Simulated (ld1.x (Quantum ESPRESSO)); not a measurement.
## hafnium (Hf): excitation energies, all-electron against TM

- Element: hafnium (Hf)
- Generator: ld1.x (Quantum ESPRESSO) 7.5
- Type: norm-conserving Troullier–Martins (Kleinman–Bylander form)
- Functional: BP86
- Relativity: scalar-relativistic
- Frozen core: [Xe] 4f14
- Valence charge: 4
- Reference configuration: 5d2 6s1 6p1
- Partial waves: 6s (bound): rc 2.95 bohr; 5d (bound): rc 1.70 bohr; 6p (bound): rc 2.85 bohr
- Local potential: the p channel
- Core correction: a·sin(br)/r model core, default radius (core density twice the valence density)

Energies are relative to the spin-unpolarised reference configuration 5d2 6s1 6p1; without spin polarisation the order of configurations can differ from experiment. The frozen-core shift is the all-electron ΔE with the core orbitals held at their reference shape minus the fully relaxed ΔE.

| valence configuration | charge | ΔE all-electron (eV) | error AE − PS (meV) | frozen-core shift (meV) |
| --- | --- | --- | --- | --- |
| 5d2 6s1 6p0 | +1 | 4.284 | -5.6 | +2.3 |
| 5d2 6s0 6p0 | +2 | 18.642 | -39 | +19 |
| 5d1 6s2 6p1 | 0 | -1.866 | -82 | +37 |
| 5d1 6s2 6p0 | +1 | 2.781 | -92 | +42 |
| 5d3 6s0 6p0 | +1 | 6.328 | -95 | +43 |
| 5d1 6s0 6p0 | +3 | 40.516 | -278 | +302 |

(1) What are ΔE and the potential's error for 5d2 6s2 6p0?

Levels in the configuration 5d1 6s2 6p0:

```csv
level,all-electron (eV),pseudo (eV)
5d,-10.839,-11.111
6s,-12.030,-12.086
```

Note: ghost state, extra bound levels that the all-electron valence spectrum of the same l lacks: s at -20.3 eV. A true bound ghost makes a file unfit for plane-wave use.

Answers

(1) ΔE = -3.868 eV all-electron; the error (AE − PS) is -6.1 meV.
